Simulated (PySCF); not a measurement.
Si(Cl)2(OMe)(SH) (CH₄Cl₂OSSi), SMILES CO[Si](S)(Cl)Cl.

Geometry: B3LYP-D3(BJ)/def2-SVP. This is a generated structure with no PubChem entry under its InChIKey; it may be hypothetical. One conformer was computed; it need not be the lowest.

The numbers are results of PySCF with TDDFT-PBE/def2-SVPD, not measurements.

Vertical excitations. 

```json
[
 {"state": "S1", "energy (eV)": "5.40", "λ (nm)": "230", "f": "0.007", "main pairs": "HOMO→LUMO 99 %"},
 {"state": "S2", "energy (eV)": "5.90", "λ (nm)": "210", "f": "0.016", "main pairs": "HOMO→LUMO+1 98 %"},
 {"state": "S3", "energy (eV)": "6.06", "λ (nm)": "205", "f": "0.007", "main pairs": "HOMO−1→LUMO 98 %"},
 {"state": "S4", "energy (eV)": "6.47", "λ (nm)": "192", "f": "0.006", "main pairs": "HOMO−2→LUMO 89 %"},
 {"state": "S5", "energy (eV)": "6.53", "λ (nm)": "190", "f": "0.005", "main pairs": "HOMO−1→LUMO+1 96 %"},
 {"state": "S6", "energy (eV)": "6.64", "λ (nm)": "187", "f": "0.015", "main pairs": "HOMO→LUMO+2 65 %, HOMO−3→LUMO 28 %"},
 {"state": "S7", "energy (eV)": "6.72", "λ (nm)": "184", "f": "0.013", "main pairs": "HOMO−3→LUMO 54 %, HOMO→LUMO+3 26 %, HOMO→LUMO+2 13 %"},
 {"state": "S8", "energy (eV)": "6.85", "λ (nm)": "181", "f": "0.003", "main pairs": "HOMO−4→LUMO 63 %, HOMO→LUMO+3 29 %"},
 {"state": "S9", "energy (eV)": "6.89", "λ (nm)": "180", "f": "0.008", "main pairs": "HOMO−2→LUMO+1 95 %"},
 {"state": "S10", "energy (eV)": "6.98", "λ (nm)": "178", "f": "0.013", "main pairs": "HOMO→LUMO+4 56 %, HOMO−3→LUMO+1 14 %, HOMO−5→LUMO 11 %, HOMO→LUMO+3 9 %"},
 {"state": "T1", "energy (eV)": "5.09", "λ (nm)": "244", "f": "0", "main pairs": "HOMO→LUMO 99 %"},
 {"state": "T2", "energy (eV)": "5.54", "λ (nm)": "224", "f": "0", "main pairs": "HOMO→LUMO+1 98 %"},
 {"state": "T3", "energy (eV)": "5.91", "λ (nm)": "210", "f": "0", "main pairs": "HOMO−1→LUMO 95 %"},
 {"state": "T4", "energy (eV)": "6.18", "λ (nm)": "201", "f": "0", "main pairs": "HOMO−2→LUMO 77 %"}
]
```
Triplets are in the Tamm–Dancoff approximation, which puts them higher than full response would, so one can lie above its singlet here.
